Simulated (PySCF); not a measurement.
# Worked example: entropy of an ideal gas

CHF, SMILES F[CH] (connectivity only; charge and spin as stated), neutral, multiplicity 1.

Geometry: PBE-D3(BJ)/def2-TZVPD. The isomer is the one that the SMILES or the coordinates give; other isomers of the formula were not compared.

PBE-D3(BJ)/def2-TZVPD (PySCF) gives the harmonic wavenumbers 1157, 1391, 2645 cm⁻¹ and the rotational temperatures 21.7733, 1.7317, 1.6042 K. The molar mass is 32.02 g/mol, the symmetry number 1, the spin multiplicity 1.

Problem. Work out the entropy at 298.15 K and 1 atm in the rigid-rotor, harmonic-oscillator model.

Solution. 
Translation (Sackur–Tetrode at 1 atm): S = R[1.5 ln M + 2.5 ln T − 1.16487] = 152.0 J/(mol K).
Rotation: q = (√π/σ) T^1.5/√(θA θB θC) = 1170, S = R[ln q + 3/2] = 71.2 J/(mol K).
Vibration: with u = 1.4388 ν/T, each mode gives R[u/(e^u − 1) − ln(1 − e^−u)]:
| ν (cm⁻¹) | modes | u | S (J/(mol K)) |
|---|---|---|---|
| 1157 | 1 | 5.58 | 0.21 |
| 1391 | 1 | 6.71 | 0.08 |
The stiffer modes add less than 0.005 each. Sum 0.3 J/(mol K).
Spin: R ln 1 = 0.0 J/(mol K).
Total 223.5 J/(mol K); the program's own thermochemistry gives 223.5. Translation makes up 68 % and vibration 0 %. Anharmonicity, hindered rotation and orbital degeneracy are left out.
